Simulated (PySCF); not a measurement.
Input for PySCF: D3(BJ) and D4 dispersion corrections on GeH2 (SMILES [GeH2]).

```python
from pyscf import gto
from pyscf.dispersion import dftd3, dftd4

mol = gto.M(
    atom='''
    Ge    0.68385906    0.22819116   -0.20574204
    H    -0.35639629    0.67101737    0.92574670
    H    -0.32746277   -0.89930853   -0.72000467
    ''',
    basis='def2-svp',
    charge=0, spin=0, verbose=0, max_memory=1800)
d3, d4 = {}, {}
for xc in ['hf', 'pbe', 'blyp', 'revpbe', 'tpss', 'r2scan', 'b3lyp', 'pbe0', 'bhlyp', 'camb3lyp', 'b2plyp']:
    d3[xc] = float(dftd3.DFTD3Dispersion(mol, xc=xc, version='d3bj', atm=False).get_dispersion()['energy'])
    print(f'D3(BJ) {xc:10s} {d3[xc]:14.8f} Eh')
for xc in ['hf', 'pbe', 'blyp', 'revpbe', 'tpss', 'r2scan', 'b3lyp', 'pbe0', 'bhlyp', 'camb3lyp', 'b2plyp']:
    d4[xc] = float(dftd4.DFTD4Dispersion(mol, xc={'camb3lyp': 'cam-b3lyp'}.get(xc, xc), atm=True).get_dispersion()['energy'])
    print(f'D4     {xc:10s} {d4[xc]:14.8f} Eh')
```

Output:

```
D3(BJ) hf            -0.01056033 Eh
D3(BJ) pbe           -0.00089972 Eh
D3(BJ) blyp          -0.00204472 Eh
D3(BJ) revpbe        -0.00235677 Eh
D3(BJ) tpss          -0.00113660 Eh
D3(BJ) r2scan        -0.00021734 Eh
D3(BJ) b3lyp         -0.00167792 Eh
D3(BJ) pbe0          -0.00076955 Eh
D3(BJ) bhlyp         -0.00137597 Eh
D3(BJ) camb3lyp      -0.00070009 Eh
D3(BJ) b2plyp        -0.00079184 Eh
D4     hf            -0.00351346 Eh
D4     pbe           -0.00084776 Eh
D4     blyp          -0.00196709 Eh
D4     revpbe        -0.00290969 Eh
D4     tpss          -0.00115027 Eh
D4     r2scan        -0.00017969 Eh
D4     b3lyp         -0.00139606 Eh
D4     pbe0          -0.00069330 Eh
D4     bhlyp         -0.00103686 Eh
D4     camb3lyp      -0.00069402 Eh
D4     b2plyp        -0.00057762 Eh
```

The run finished.

Cost: around 0.010 core-seconds (rough).
